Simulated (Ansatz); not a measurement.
Calculation: frozen-core CCSD(T)/def2-TZVPP // r2SCAN-D4/def2-SVP run with Ansatz (a first-principles code).

Ansatz 0.2 input:
```yaml
crystal:
  periodic: [false, false, false]
  atoms:
    - { symbol: Zr, position_ang: [-0.000574, 0.003904, 0.03098] }
    - { symbol: F, position_ang: [-1.608606, -0.894805, -0.458437] }
    - { symbol: F, position_ang: [1.55728, -1.032707, -0.331358] }
    - { symbol: F, position_ang: [0.105467, 1.763212, -0.694517] }
    - { symbol: C, position_ang: [-0.080146, 0.246141, 2.219153] }
    - { symbol: H, position_ang: [-0.964604, 0.835334, 2.525169] }
    - { symbol: H, position_ang: [0.818148, 0.769178, 2.596604] }
    - { symbol: H, position_ang: [-0.136984, -0.733438, 2.729312] }
basis:
  gaussian: { orbitals: def2-TZVPP }
correlation:
  method: ccsd_t
```

Output:

```
Functional definition: HF
1413 factors; integrals over basis functions are off by at most 8.8e-4 eV
mean field evaluation 1: about -10466.2583 eV, gradient 6.2e1 eV
mean field evaluation 2: about -10466.3579 eV, gradient 6.2e1 eV
mean field evaluation 4: about -10472.9877 eV, gradient 3.4e0 eV
mean field evaluation 8: about -10473.0733 eV, gradient 4.1e-1 eV
mean field evaluation 16: about -10473.0745 eV, gradient 1.9e-6 eV
mean field -10473.07450015 eV, -384.8783889757 hartree, gradient 1.9e-6 eV, S^2 0.000000; 0 other end points of the search recorded, 0 dependent functions left out
4 core orbitals not correlated
reference -10473.07450015 eV, -384.8783889757 hartree; 20, 20 occupied and 198, 198 virtual orbitals, 1413 factors
second order -34.87836582 eV of doubles, -0.00000000 eV of singles
cycle   1  -34.04012710 eV  change    8.4e-1 eV  update   1.7e-1
cycle   2  -34.85102405 eV  change   -8.1e-1 eV  update   7.1e-2
cycle   3  -35.07797584 eV  change   -2.3e-1 eV  update   2.9e-2
cycle   4  -35.06429293 eV  change    1.4e-2 eV  update   8.5e-3
cycle   5  -35.05076525 eV  change    1.4e-2 eV  update   2.8e-3
cycle   6  -35.05191347 eV  change   -1.1e-3 eV  update   9.5e-4
cycle   7  -35.05206017 eV  change   -1.5e-4 eV  update   3.1e-4
cycle   8  -35.05180208 eV  change    2.6e-4 eV  update   1.1e-4
cycle   9  -35.05182873 eV  change   -2.7e-5 eV  update   4.0e-5
perturbative correction -1.26220231 eV, -0.0463850793 hartree
Total energy: -10509.38853119 eV, -386.2129050018 hartree
```

Cost: around 13 core-minutes (rough).
